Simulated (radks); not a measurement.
All-electron atom: Bi17+ in [Kr] 4d10 4f14 5s2 5p4 (the NIST ground configuration).

All-electron calculation, scalar-relativistic Kohn-Sham, LDA (Slater exchange, VWN5 correlation), spin-polarised, spherical densities, finite nucleus; open shells are filled with parallel spins first (spin-orbit coupling, left out, can overturn this in heavy ions); Fermi nuclear charge, rms radius 5.5211 fm. Program: a radial shooting solver on a logarithmic mesh with Libxc functionals.

Energy parts (eV):
| part | energy |
|---|---|
| total | -582682.43 |
| kinetic | 660572.37 |
| electron-nucleus | -1432073.46 |
| Hartree | 198867.26 |
| exchange-correlation | -10048.60 |

Orbitals (lengths in bohr, moments of r in powers of bohr; r(max) is where P^2 peaks):
| orbital | occ. | eigenvalue (eV) | r(max) | <r^4> |
|---|---|---|---|---|
| 1s up | 1 | -90920.53 | 0.009671 | 3.337e-07 |
| 1s down | 1 | -90920.07 | 0.009671 | 3.337e-07 |
| 2s up | 1 | -16643.31 | 0.05624 | 0.00004787 |
| 2s down | 1 | -16643.04 | 0.05624 | 0.00004787 |
| 2p up | 3 | -14303.38 | 0.04691 | 0.00003998 |
| 2p down | 3 | -14303.01 | 0.04691 | 0.00003998 |
| 3s up | 1 | -4291.776 | 0.1586 | 0.001712 |
| 3s down | 1 | -4291.472 | 0.1586 | 0.001712 |
| 3p up | 3 | -3622.761 | 0.1589 | 0.001917 |
| 3p down | 3 | -3622.428 | 0.1589 | 0.001917 |
| 3d up | 5 | -2948.895 | 0.1293 | 0.001468 |
| 3d down | 5 | -2948.574 | 0.1293 | 0.001468 |
| 4s up | 1 | -1258.214 | 0.3555 | 0.03665 |
| 4s down | 1 | -1257.686 | 0.3555 | 0.03660 |
| 4p up | 3 | -1038.026 | 0.3753 | 0.04892 |
| 4p down | 3 | -1037.441 | 0.3753 | 0.04879 |
| 4d up | 5 | -785.9773 | 0.3802 | 0.06362 |
| 4d down | 5 | -785.2929 | 0.3802 | 0.06329 |
| 4f up | 7 | -507.7609 | 0.3386 | 0.08642 |
| 4f down | 7 | -506.9424 | 0.3385 | 0.08531 |
| 5s up | 1 | -491.3361 | 0.7481 | 0.6263 |
| 5s down | 1 | -488.3394 | 0.7467 | 0.6249 |
| 5p up | 3 | -420.5405 | 0.8164 | 0.8996 |
| 5p down | 1 | -417.3888 | 0.8153 | 0.9016 |
| 5d up | 0 | -334.8208 | 0.9084 | 1.445 |
| 5d down | 0 | -331.7457 | 0.9082 | 1.460 |
| 6s up | 0 | -261.6563 | 1.389 | 5.838 |
| 6s down | 0 | -260.1026 | 1.393 | 5.931 |

The highest occupied level is 5p down at -417.39 eV. Summed over all electrons, <r^2> = 11.66 bohr^2, which gives a Langevin (diamagnetic) susceptibility term of -9.24 x 10^-6 cm^3/mol. The density falls to 0.001 e/bohr^3 at r = 1.84 bohr. The electron density at the nucleus is 3.2e+06 e/bohr^3 (large components only). For comparison, the ionisation energy in NIST's Atomic Spectra Database is 436 eV (theoretical). In exact Kohn-Sham theory the highest level is minus the ionisation energy, but local and semilocal functionals leave it too shallow, through self-interaction and a potential that decays too fast; potentials with the right tail come closer. Spin moment in Bohr magnetons: 2.
